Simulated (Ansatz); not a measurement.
H₅O₃ScSi (`[OH][Sc]([OH])[O][SiH3]`). Charge 0, multiplicity 1.

```xyz
10

O    -1.705   -2.020    0.712
Sc   -1.248   -0.354    0.015
O    -2.528    0.815   -0.667
O     0.582    0.169   -0.002
Si    2.144    0.611   -0.022
H    -1.985   -2.862    1.057
H    -3.223    1.374   -1.002
H     2.688    0.554   -1.409
H     2.309    2.003    0.484
H     2.967   -0.290    0.834
```

(1) List the harmonic frequencies (cm⁻¹, unscaled) at PBE0-D4/def2-TZVP in Ansatz. (Best estimate.)

Answers

(1) Computed: 16i, 43, 62, 135, 145, 158, 182, 252, 397, 411, 436, 704, 728, 733, 754, 954, 957, 989, 1047, 2197, 2197, 2206, 4009, 4011.
